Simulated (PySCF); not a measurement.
## Si4H10SO3

Si4H10SO3 is a molecule, neutral, singlet. The structure, one conformer, was relaxed in the gas phase by PBE0-D3(BJ)/def2-SVP. No frequency run checks that it is a minimum.

SMILES: [SiH3]O[Si](S)(O[SiH3])O[SiH3]

```
atom   x (Å)   y (Å)   z (Å)
 Si1  -0.858  -2.348   0.422
  O2  -0.400  -1.394  -0.857
 Si3   0.016   0.131  -1.304
  O4  -1.082   1.210  -0.744
 Si5  -1.746   1.905   0.611
  O6   1.501   0.457  -0.683
 Si7   2.403   0.477   0.712
  S8   0.010   0.332  -3.407
  H9  -2.307  -2.148   0.720
 H10  -0.058  -1.989   1.634
 H11  -0.606  -3.771   0.063
 H12  -1.824   0.891   1.708
 H13  -0.903   3.049   1.063
 H14  -3.114   2.385   0.275
 H15   3.568   1.381   0.509
 H16   2.882  -0.900   1.033
 H17   1.568   0.979   1.846
 H18   0.933  -0.641  -3.573
```

Shieldings: GIAO PBE0/pcSseg-1. Shifts are against computed references at the same level: H TMS (σ 31.27 ppm), Si TMS (σ 352.0 ppm). Core levels by delta-SCF with SCAN, pcX-2 on the ionised atom and pcseg-1 elsewhere, spin-free X2C (2p3/2 is the spin-free 2p value less a third of a first-order spin-orbit splitting); from the vacuum level, for chosen atoms.

(1) Give the shieldings and core levels atom by atom.

(2) By CAM-B3LYP/def2-SVPD (TDDFT singlets, Tamm-Dancoff triplets, ionisation by delta-SCF), where does absorption start, and what does vertical ionisation take?

Results:

(1) 
```csv
atoms,bonded to,σ (ppm),δ (ppm),core level (eV)
Si1,1 O + 3 H,390.8,-38.8,-
O2,2 Si,269.0,-,1s 538.03
Si3,3 O + 1 S,407.9,-55.9,2p3/2 108.52
O4,2 Si,278.1,-,1s 538.09
Si5,1 O + 3 H,390.1,-38.1,-
O6,2 Si,268.6,-,1s 538.03
Si7,1 O + 3 H,391.0,-39.0,-
S8,1 Si + 1 H,707.2,-,2p3/2 169.42
H9 H10 H11,1 Si,26.14,5.12,-
H12 H13 H14,1 Si,26.15,5.12,-
H15 H16 H17,1 Si,26.15,5.12,-
H18,1 S,30.65,0.62,-
```

Values are those of this one static structure, with the three H of a rotating XH3 group averaged; atoms that internal rotation interchanges would show their mean in an NMR spectrum.

(2) The lowest singlet lies at 6.23 eV (f 0.012), the strongest of the first 6 at 6.70 eV (f 0.035), the lowest triplet at 5.77 eV; vertical ionisation takes 9.87 eV.
